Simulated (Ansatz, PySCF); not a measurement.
Process, species as SMILES: CC[Se]C[Se]C [methylselanylmethylselanylethane] -> C[Se]C(C)[Se]C
Geometries: B3LYP-D3(BJ)/def2-TZVP minima from Ansatz (a first-principles code), one conformer each, not searched for the lowest. Frequencies are from Ansatz or PySCF.

Wanted: isomerisation energy (enthalpy at 298 K, with B3LYP-D3(BJ) rigid-rotor harmonic-oscillator terms), in kcal/mol. Cores are frozen in the correlated levels unless marked. Spin-orbit coupling is left out. The frozen core is the preceding noble-gas configuration, with the filled d and f shells of earlier blocks. Non-relativistic. Basis-set limits of correlation are two-point, X^-3; Hartree-Fock from the larger set.

| level | program | isomerisation energy (kcal/mol) | minus last row |
|---|---|---|---|
| PBE0/STO-3G | Ansatz | -0.1 | 1.9 |
| PBE0/def2-TZVPD | Ansatz | -1.0 | 1.0 |
| PBE0/def2-QZVPP | Ansatz | -1.0 | 1.0 |
| CAM-B3LYP/def2-TZVPD | Ansatz | -0.8 | 1.2 |
| SCS-MP2/STO-3G | Ansatz | 0.0 | 2.0 |
| SCS-MP2/6-31G* | Ansatz | -1.9 | 0.1 |
| CCSD(T)/CBS(cc-pVTZ,cc-pVQZ) | Ansatz | -2.0 | 0.0 |
